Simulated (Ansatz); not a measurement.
(SnS)n: PBE-D4/def2-SVP single points in Ansatz on relaxed structures, gas phase. Each cluster is the lowest isomer that a short search found in that spin, judged at the geometry's level, and lower ones may exist. Core potentials for Sn, no spin–orbit coupling. Binding counts from free atoms in the multiplicity of their measured ground term, without zero-point energy. Singlets are spin-restricted. Sets without diffuse functions give affinities that are too small. A dash marks a value that wasn't run or was left out as unsound. The structures are stationary points that may keep the symmetry of their start. Remarks come from the PBE and PBE0 runs and from stability tests at other levels; not every state was tested. A HOMO above zero means that the electron is unbound at that level and held by the basis, or that self-interaction error raises the level; the energy of removing that electron tells which. HOMO above LUMO (over both spins in singlets and doublets, within one spin in higher multiplets; at PBE or PBE0), or a gap under 0.15 eV within one spin, warns that the state may not be the lowest or that an electron is smeared out.

Task: Estimate the order by vertical EA (eV), lowest first.
A. Sn5S5 (singlet)

Result: A (1.47).

In full:

| species | atoms | state | geometry | HOMO (eV) | LUMO (eV) | gap (eV) | vertical IE (eV) | vertical EA (eV) | vertical triplet (eV) | binding per atom (eV) | point group (within 0.1 Å) | remarks |
| --- | --- | --- | --- | --- | --- | --- | --- | --- | --- | --- | --- | --- |
| Sn3S3 | 6 | singlet | r2SCAN-D4/def2-SVP | -5.40 | -3.61 | 1.78 | – | – | – | 3.34 | C2v | HOMO above zero (-1 doublet) |
| Sn5S5 | 10 | singlet | PBE0-D4/def2-SVP | -5.34 | -3.39 | 1.95 | 7.24 | 1.47 | 2.13 | 3.50 | Cs | gap within one spin near zero at PBE or PBE0 (+1 doublet), HOMO above zero (-1 doublet), gap within one spin near zero at PBE or PBE0 (-1 doublet) |
| Sn6S6 | 12 | singlet | PBE-D4/def2-SVP | -5.17 | -3.13 | 2.04 | 7.01 | 1.49 | 2.07 | 3.54 | C2 | HOMO above zero (-1 doublet), gap within one spin near zero at PBE or PBE0 (-1 doublet), gap within one spin near zero at PBE or PBE0 (triplet) |

The gap (eV) runs from 1.78 (Sn3S3) to 2.04 (Sn6S6). The binding per atom (eV) runs from 3.34 (Sn3S3) to 3.54 (Sn6S6).
